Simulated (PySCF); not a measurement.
Molfile (atoms numbered from 1):
```
C4H5B2F
     RDKit          3D

 12 12  0  0  0  0  0  0  0  0999 V2000
   -0.2078    2.8861    0.2506 F   0  0  0  0  0  0  0  0  0  0  0  0
   -0.0303    1.5798    0.0799 B   0  0  0  0  0  0  0  0  0  0  0  0
   -1.2812    0.6421   -0.0200 C   0  0  0  0  0  0  0  0  0  0  0  0
   -1.0921   -0.6876   -0.1727 C   0  0  0  0  0  0  0  0  0  0  0  0
    0.3601   -1.2761   -0.2423 B   0  0  0  0  0  0  0  0  0  0  0  0
    1.6009   -0.3193   -0.1740 C   0  0  0  0  0  0  0  0  0  0  0  0
    1.4261    1.0118   -0.0169 C   0  0  0  0  0  0  0  0  0  0  0  0
   -2.2950    1.0613    0.0376 H   0  0  0  0  0  0  0  0  0  0  0  0
   -1.9641   -1.3509   -0.2397 H   0  0  0  0  0  0  0  0  0  0  0  0
    0.5231   -2.4716   -0.3422 H   0  0  0  0  0  0  0  0  0  0  0  0
    2.6189   -0.7241   -0.2433 H   0  0  0  0  0  0  0  0  0  0  0  0
    2.2898    1.6879    0.0419 H   0  0  0  0  0  0  0  0  0  0  0  0
  1  2  1  0
  2  3  1  0
  3  4  2  0
  4  5  1  0
  5  6  1  0
  6  7  2  0
  7  2  1  0
  3  8  1  0
  4  9  1  0
  5 10  1  0
  6 11  1  0
  7 12  1  0
M  END
```

Non-relativistic Hamiltonian, fast rotation and ring inversion assumed for equivalent nuclei, single conformer, no solvent model. PBE0-D3(BJ)/def2-SVP structure; B3LYP/pcJ-1 coupling constants (spin–dipole term only in couplings to heteroatoms); shielding tensors at PBE0/pcSseg-1 (GIAO); PySCF 2.14.

**Question.** Predict the 2D correlation tables (HSQC, COSY, HMBC).

**Answer.** 

HSQC (one-bond C–H):
```csv
δH,δC,"1J(C,H) (Hz)"
7.71 (H9/H11),167.1 (C4/C6),153
6.95 (H8/H12),161.5 (C3/C7),153
```

COSY cross peaks (|J| ≥ 2 Hz):
```csv
δH,δH,abs. J (Hz),bonds
7.71 (H9/H11),6.95 (H8/H12),16.0,3
7.71 (H9/H11),6.33 (H10),4.1,3
```

HMBC (two and three bonds, |J| ≥ 2.5 Hz):
```csv
δH,δC [abs. J in Hz]
7.71 (H9/H11),"167.1 (C4/C6) [6.0], 161.5 (C3/C7) [5.3]"
6.95 (H8/H12),"167.1 (C4/C6) [5.8], 161.5 (C3/C7) [2.5]"
6.33 (H10),"167.1 (C4/C6) [6.6], 161.5 (C3/C7) [6.8]"
```

Chemical shifts δ = σref − σ; TMS for 1H (σ = 31.27 ppm), 13C (σ = 184.41 ppm), all at this level.

Hydrogens on boron are broadened and split by 11B (spin 3/2, 80 %) and 10B (spin 3). A carbon bonded to boron is broadened by the quadrupolar boron nucleus and is often missing from a measured spectrum. Unscaled 3J(H,H) at this level run about 10 % above measured values. Shifts are as computed. Against solution values, carbons near 30 ppm lie about +2 ppm off and those near 130 ppm about +5 ppm. Of 1313 compounds with measured shifts, 239 miss one by over three times the rms of a fit or turn the order of signals round; such compounds aren't used in these exercises.
